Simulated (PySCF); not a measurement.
# Reading the logs of faulty runs: B2GeH7Si

Calculated results; nothing here was measured. The program is PySCF 2.14.0, an open-source quantum chemistry code, run on an isolated molecule that a program drew, which may never have been made. The molecule is B2GeH7Si (charge 0, doublet), drawn as the SMILES string `[BH]B[SiH2][GeH3]`.

Each row is a Hartree-Fock (HF) and frozen-core CCSD(T) single point in the cc-pV(D+d)Z basis, meant for a local HF minimum. Run 1 is clean. Each other run has one planted mistake out of seven kinds, and not every kind appears here: one electron removed, one electron added, multiplicity raised by two, geometry at a saddle point, minimal basis STO-3G, one bond length entered in bohr, all coordinates scaled. The reference is restricted for singlets and unrestricted otherwise, and also for a bond in bohr. Adding or removing an electron swaps singlet and doublet. Electrons count all cores. HOMO and LUMO are orbital energies over both spins, the gradient is its largest component, and the lowest frequency (negative if imaginary) is given only where the gradient is small. Bond lengths are over the 10 bonds as drawn. T1 is the CCSD diagnostic: over 0.02 (restricted) or 0.045 (unrestricted) a single reference is doubtful. Germanium has the cc-pVDZ-PP basis, with a core potential (ECP10MDF) in place of its 10 inner electrons, and its 3s, 3p and 3d shells are frozen in CCSD(T).

Geometry of the clean run:
```xyz
11
B2GeH7Si, angstrom
B    -1.1251   -0.0723   -3.8795
B    -2.2073   -0.3105   -2.7508
Si   -2.5731    1.1536   -1.3814
Ge   -1.9007    0.4353    0.8203
H    -0.3098    0.1605   -4.7037
H    -2.8171   -1.3412   -2.6644
H    -1.8532    2.4207   -1.6803
H    -4.0251    1.4688   -1.3383
H    -2.1973    1.5151    1.8702
H    -0.3945    0.1384    0.8588
H    -2.6441   -0.8443    1.2274
```

```
run,electrons,basis functions,<S^2>,HOMO (eV),LUMO (eV),gradient (hartree/bohr),lowest frequency (cm^-1),mean bond (Å),longest bond (Å),T1,HF (hartree),CCSD(T) (hartree),mistake
1,63,109,0.757,-8.87,0.71,1.4e-05,50,1.5994,2.412,0.0186,-635.66990,-636.09933,no fault
2,62,109,0.000,-14.60,-6.71,3.5e-02,-,1.5994,2.412,0.0296,-635.38348,-635.79838,one electron removed
3,63,109,3.775,-6.83,-1.87,5.2e-02,-,1.5994,2.412,0.0265,-635.53532,-635.95585,?
4,63,109,1.528,-8.69,0.67,9.7e-03,-,1.7317,2.809,0.0401,-635.56640,-635.98609,?
```

**Which mistake was planted in run 3, and what did it cost?**

Electrons, basis and geometry are unchanged, and <S^2> is 3.775, beside S(S+1) = 3.75 for a multiplicity of 4. So the mistake is: multiplicity raised by two. Subtracting run 1 and multiplying by 627.51 kcal/mol a hartree, the energy moved by 84.5 kcal/mol in HF and 90.0 kcal/mol in CCSD(T).

**Which mistake was planted in run 4, and what did it cost?**

The mean bond changes by a factor of 1.083 and the longest by 1.165, so the molecule wasn't scaled as a whole. A length L in bohr read as angstrom grows by (1/0.5292 - 1) L = 0.890 L. The 10 bonds together grew by 10 x 0.1323 = 1.323 Å, which gives L = 1.487 Å. That is the length of one of the H-Si bonds, 1.486 Å in the clean geometry. So the mistake is: one bond length entered in bohr. Subtracting run 1 and multiplying by 627.51 kcal/mol a hartree, the energy moved by 64.9 kcal/mol in HF and 71.1 kcal/mol in CCSD(T).

Cautions from the logs. Run 2: T1 is over the limit, so its CCSD(T) energy is less reliable.
